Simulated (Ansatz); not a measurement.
Ansatz (a program for electronic structure) input for AsF₃H₂Si, SMILES [Si](F)([AsH2])(F)F, PBE-D3(BJ)/def2-SVP. 

Ansatz 0.2 input:
```yaml
crystal:
  periodic: [false, false, false]
  atoms:
    - {symbol: F, position_ang: [-1.44591468, -0.75565346, 1.29692532]}
    - {symbol: Si, position_ang: [-0.86768432, 0.00222916, -0.00000000]}
    - {symbol: F, position_ang: [-1.44591468, -0.75565368, -1.29692519]}
    - {symbol: F, position_ang: [-1.51099276, 1.47801197, -0.00000013]}
    - {symbol: As, position_ang: [1.47744538, -0.05292572, 0.00000000]}
    - {symbol: H, position_ang: [1.50864092, 1.00749841, -1.10223550]}
    - {symbol: H, position_ang: [1.50864092, 1.00749861, 1.10223531]}
basis:
  gaussian:
    orbitals: def2-SVP
hamiltonian:
  xc: pbe
  dispersion: d3bj
relax: {f_tol: 0.002, max_steps: 200}
```

Output:

```
WARN ansatz: RAYON_NUM_THREADS=1 ignored (pool sized by the plan → 1); use --threads N
Functional definition: PBE
integrals: 0.05 GiB planned
1119 factors; their error is unknown
mean field: 0.26 GiB planned
mean field evaluation 1: about -76865.9358 eV, gradient 5.2e1 eV
mean field evaluation 2: about -76854.3930 eV, gradient 1.0e2 eV
mean field evaluation 4: about -76869.9618 eV, gradient 1.4e0 eV
mean field evaluation 8: about -76869.9715 eV, gradient 6.6e-2 eV
mean field evaluation 16: about -76869.8810 eV, gradient 2.9e-5 eV
mean field -76869.88100785 eV, -2824.9160227618 hartree, gradient 2.9e-5 eV, S^2 0.000000; 0 other end points of the search recorded, 0 dependent functions left out
the calculation of the forces begins
reference -76869.88103598 eV, -2824.9160237954 hartree; 38, 38 occupied and 64, 64 virtual orbitals, 1119 factors
relax step   1: F+E_penalty+E_count = -76870.02620108 eV  Δ(F+E_penalty+E_count) = +0.000e0 eV  max|allowed force component| = 4.320e-1 eV/Å  Δτ_max = 0.0000 Å  (26 SCF iters, accepted)
these checks for a lower state are left out or cut short: starts, cluster_reference, orbital_swaps, neighbouring_geometries, increment
integrals: 0.05 GiB planned
1119 factors; their error is unknown
mean field: 0.26 GiB planned
mean field -76869.88881221 eV, -2824.9163095666 hartree, gradient 8.3e-6 eV, S^2 0.000000; 0 other end points of the search recorded, 0 dependent functions left out
the calculation of the forces begins
reference -76869.88884039 eV, -2824.9163106022 hartree; 38, 38 occupied and 64, 64 virtual orbitals, 1119 factors
relax step   2: F+E_penalty+E_count = -76870.03406376 eV  Δ(F+E_penalty+E_count) = -7.863e-3 eV  max|allowed force component| = 2.833e-1 eV/Å  Δτ_max = 0.0191 Å  (29 SCF iters, accepted)
these checks for a lower state are left out or cut short: starts, cluster_reference, orbital_swaps, neighbouring_geometries, increment
integrals: 0.05 GiB planned
1119 factors; their error is unknown
mean field: 0.26 GiB planned
mean field evaluation 32: about -76869.8923 eV, gradient 6.7e-6 eV
mean field -76869.89234343 eV, -2824.9164393367 hartree, gradient 6.7e-6 eV, S^2 0.000000; 0 other end points of the search recorded, 0 dependent functions left out
the calculation of the forces begins
reference -76869.89237157 eV, -2824.9164403708 hartree; 38, 38 occupied and 64, 64 virtual orbitals, 1119 factors
relax step   3: F+E_penalty+E_count = -76870.03736298 eV  Δ(F+E_penalty+E_count) = -3.299e-3 eV  max|allowed force component| = 6.198e-2 eV/Å  Δτ_max = 0.0189 Å  (29 SCF iters, accepted)
these checks for a lower state are left out or cut short: starts, cluster_reference, orbital_swaps, neighbouring_geometries, increment
integrals: 0.05 GiB planned
1119 factors; their error is unknown
mean field: 0.26 GiB planned
mean field -76869.89262138 eV, -2824.9164495510 hartree, gradient 8.6e-6 eV, S^2 0.000000; 0 other end points of the search recorded, 0 dependent functions left out
the calculation of the forces begins
reference -76869.89264951 eV, -2824.9164505850 hartree; 38, 38 occupied and 64, 64 virtual orbitals, 1119 factors
relax step   4: F+E_penalty+E_count = -76870.03765945 eV  Δ(F+E_penalty+E_count) = -2.965e-4 eV  max|allowed force component| = 1.886e-2 eV/Å  Δτ_max = 0.0057 Å  (30 SCF iters, accepted)
these checks for a lower state are left out or cut short: starts, cluster_reference, orbital_swaps, neighbouring_geometries, increment
integrals: 0.05 GiB planned
1119 factors; their error is unknown
mean field: 0.26 GiB planned
mean field -76869.89252828 eV, -2824.9164461299 hartree, gradient 8.2e-6 eV, S^2 0.000000; 0 other end points of the search recorded, 0 dependent functions left out
the calculation of the forces begins
reference -76869.89255640 eV, -2824.9164471632 hartree; 38, 38 occupied and 64, 64 virtual orbitals, 1119 factors
relax step   5: F+E_penalty+E_count = -76870.03758167 eV  Δ(F+E_penalty+E_count) = +7.779e-5 eV  max|allowed force component| = 7.176e-2 eV/Å  Δτ_max = 0.0029 Å  (30 SCF iters, rejected (line search))
these checks for a lower state are left out or cut short: starts, cluster_reference, orbital_swaps, neighbouring_geometries, increment
integrals: 0.05 GiB planned
1119 factors; their error is unknown
mean field: 0.26 GiB planned
mean field -76869.89263871 eV, -2824.9164501878 hartree, gradient 4.0e-5 eV, S^2 0.000000; 0 other end points of the search recorded, 0 dependent functions left out
the calculation of the forces begins
reference -76869.89266684 eV, -2824.9164512216 hartree; 38, 38 occupied and 64, 64 virtual orbitals, 1119 factors
relax step   6: F+E_penalty+E_count = -76870.03767983 eV  Δ(F+E_penalty+E_count) = -2.038e-5 eV  max|allowed force component| = 1.890e-3 eV/Å  Δτ_max = 0.0011 Å  (19 SCF iters, accepted)
integrals: 0.05 GiB planned
1119 factors; their error is unknown
mean field: 0.26 GiB planned
mean field evaluation 64: about -76869.9832 eV, gradient 6.7e-2 eV
mean field -76869.89263871 eV, -2824.9164501878 hartree, gradient 4.0e-5 eV, S^2 0.000000; 1 other end points of the search recorded, 0 dependent functions left out
the calculation of the forces begins
reference -76869.89266684 eV, -2824.9164512216 hartree; 38, 38 occupied and 64, 64 virtual orbitals, 1119 factors
Total energy: -76870.03770796 eV, -2824.9217813847 hartree
Atom 0 at    -1.445903    -0.760038     1.307275 Å, force    -0.000235     0.000265    -0.000508 eV/Å
Atom 1 at    -0.861153     0.001643     0.000000 Å, force    -0.000956    -0.000167     0.000000 eV/Å
Atom 2 at    -1.445903    -0.760039    -1.307275 Å, force    -0.000235     0.000265     0.000508 eV/Å
Atom 3 at    -1.503249     1.492001    -0.000000 Å, force     0.000625    -0.000413    -0.000000 eV/Å
Atom 4 at     1.487324    -0.065889     0.000000 Å, force     0.001890     0.000671     0.000000 eV/Å
Atom 5 at     1.496552     1.011664    -1.101109 Å, force    -0.000544    -0.000310     0.000331 eV/Å
Atom 6 at     1.496552     1.011664     1.101109 Å, force    -0.000544    -0.000310    -0.000331 eV/Å
Dipole moment:     0.407001     0.095670    -0.000000 e Å
```

Self-consistency was reached.
